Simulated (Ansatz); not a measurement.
Born–Oppenheimer molecular dynamics of CH$_{6}$N$_{2}$SSi$_{2}$ (12 atoms, charge 0, multiplicity 1). It goes on from the last frame of an earlier run, with new velocities.

Level of theory: UKS B3LYP-D4/STO-3G (Ansatz).

| Item | Value |
| --- | --- |
| ensemble | NVE (velocity Verlet) |
| time step | 1 fs |
| steps asked | 200 |
| starting velocities drawn for | 700 K |
| seed | 110743 |

First frame:

```xyz
12
Properties=species:S:1:pos:R:3
S 2.252 -2.422 0.396
C 1.581 -0.924 0.661
N 0.438 -0.414 0.046
Si -0.166 1.210 0.575
N -1.397 1.110 -0.565
Si -0.965 -0.670 -1.044
H 2.279 -0.225 1.324
H -0.273 1.197 2.087
H 1.014 2.075 0.337
H -2.275 1.567 -0.752
H -0.815 -0.830 -2.506
H -2.024 -1.696 -0.441
```

(1) How far do the bonds stretch over the last three quarters of this one trajectory? (Pairs bonded in most of those frames.)

Results:

(1) 
```
   bond  mean (Å)  spread (Å)  shortest  longest
  S1–C2     1.666       0.040      1.59     1.73
  C2–N3     1.384       0.060      1.26     1.49
  C2–H7     1.122       0.062      1.02     1.22
 N3–Si4     1.790       0.055      1.69     1.91
 N3–Si6     1.821       0.051      1.73     1.93
 Si4–N5     1.769       0.070      1.66     1.93
Si4–Si6     2.703       0.090      2.59     2.89
 Si4–H8     1.463       0.051      1.38     1.54
 Si4–H9     1.461       0.038      1.40     1.52
 N5–Si6     1.822       0.105      1.61     1.98
 N5–H10     1.046       0.026      1.00     1.11
Si6–H11     1.464       0.074      1.32     1.60
Si6–H12     1.496       0.134      1.27     1.70
```

Mean temperature of the second half: 947 K. The conserved energy stayed within 2.8 meV per atom of its start (net change -0.41 meV per atom), so there is no drift, though single steps change it by up to 39 meV in the whole system, a sign of fast motions only just resolved. The system heated up, since it started high on the potential surface and ran downhill. A run of 0.2 ps of so small a system gives no equilibrium averages. Limits of this set-up: minimal basis.

Time of the run: 19 min on 1 thread of Arm Neoverse V1, with other jobs on the host, peak memory 0.19 GiB.
